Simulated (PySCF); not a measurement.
C₂H₄BrCl.

```xyz
8

C     -1.6701    -1.0322     0.2890
C     -0.2173    -0.6607     0.4806
Cl     0.8534    -1.7127    -0.5010
Br     0.0799     1.2406     0.0471
H     -1.9670    -0.9017    -0.7612
H     -1.8173    -2.0865     0.5707
H     -2.3080    -0.3982     0.9225
H      0.1143    -0.7608     1.5192
```

Geometry optimised at B3LYP-D3(BJ)/def2-SVP.

Level of theory: PBE/pcSseg-1 in PySCF. Non-relativistic, no solvent.

Question: Give the absolute GIAO shielding of each atom: isotropic value and principal components (ppm). (An estimate is asked for; the answer gives what the named calculation found.)

Answer: 
```
atom  σ(iso)    σ11     σ22     σ33    span
----  ------  -----  ------  ------  ------
C1     142.9  115.1   138.4   175.2    60.1
C2      88.0   34.9   109.7   119.3    84.4
Cl3    600.2  306.5   519.8   974.4   667.9
Br4   1695.2  858.0  1345.5  2882.1  2024.1
H5      28.9   26.5    27.5    32.8     6.3
H6      29.3   25.0    26.9    36.0    11.1
H7      29.3   24.7    27.6    35.5    10.9
H8      24.9   19.8    25.4    29.5     9.6
```
